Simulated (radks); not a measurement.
Values are calculated unless marked as measured or tabulated.
Question: All-electron atom: neutral europium in [Xe] 4f7 6s2. Code: a radial shooting solver on a logarithmic mesh with Libxc functionals. Model: Dirac Kohn-Sham, BLYP, spin-unpolarised, spherical densities, finite nucleus; open shells fill j = l - 1/2 first; Fermi nuclear charge, rms radius 5.1115 fm. Some entries of the table are withheld. Estimate them.

orbital  occ.  eigenvalue (Ry)  <1/r> (bohr^-1)
1s1/2       2        -3551.348              (1)
2s1/2       2        -582.8711              (2)
2p1/2       2        -553.0453            16.70
2p3/2       4        -505.3984            14.82
3s1/2       2        -128.2054            6.086
3p1/2       2              (3)            6.002
3p3/2       4              (4)            5.527
3d3/2       4        -83.25895            5.404
3d5/2       6        -81.14567            5.285
4s1/2       2              (5)            2.539
4p1/2       2              (6)            2.433
4p3/2       4              (7)            2.271
4d3/2       4        -10.08305            2.051
4d5/2       6         -9.69850            2.011
5s1/2       2         -3.25430           0.9637
5p1/2       2              (8)           0.8424
5p3/2       4              (9)           0.7837
6s1/2       2         -0.25642           0.2962
4f5/2       6         -0.19453            1.413
4f7/2       1         -0.14956            1.391

Answer: 
(1) 1s1/2 <1/r> (bohr^-1): 70.22
(2) 2s1/2 <1/r> (bohr^-1): 16.72
(3) 3p1/2 eigenvalue (Ry): -115.3108
(4) 3p3/2 eigenvalue (Ry): -105.6002
(5) 4s1/2 eigenvalue (Ry): -25.41060
(6) 4p1/2 eigenvalue (Ry): -20.42989
(7) 4p3/2 eigenvalue (Ry): -18.28535
(8) 5p1/2 eigenvalue (Ry): -1.92161
(9) 5p3/2 eigenvalue (Ry): -1.64273
